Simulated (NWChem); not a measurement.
Molecule: C4H8; SMILES C=CCC

```xyz
12

C      0.0473     1.8646    -0.2758
C      0.1961     0.7215     0.3957
C     -0.5746    -0.5390     0.1539
C      0.3160    -1.7233    -0.2101
H     -0.6897     1.9624    -1.0802
H      0.6519     2.7462    -0.0467
H      0.9524     0.6742     1.1915
H     -1.1448    -0.7882     1.0677
H     -1.3204    -0.3665    -0.6397
H      0.8802    -1.5260    -1.1346
H     -0.2777    -2.6372    -0.3641
H      1.0490    -1.9339     0.5852
```
Atoms are numbered in this order, from 1.

Program: NWChem. All runs use the structure optimised with PBE0/def2-SVP. Level: PBE0/def2-SVP with COSMO at NWChem's default radii, gas-phase geometry; the question gives the dielectric constant.

Task: Estimate the computed values for dielectric constant 4.8. Quantities: electrostatic solvation energy (kcal/mol); dipole in solution (D).

Result: 
| Item | Result |
|---|---|
| electrostatic solvation energy (kcal/mol) | -1.2 |
| dipole in solution (D) | 0.51 |
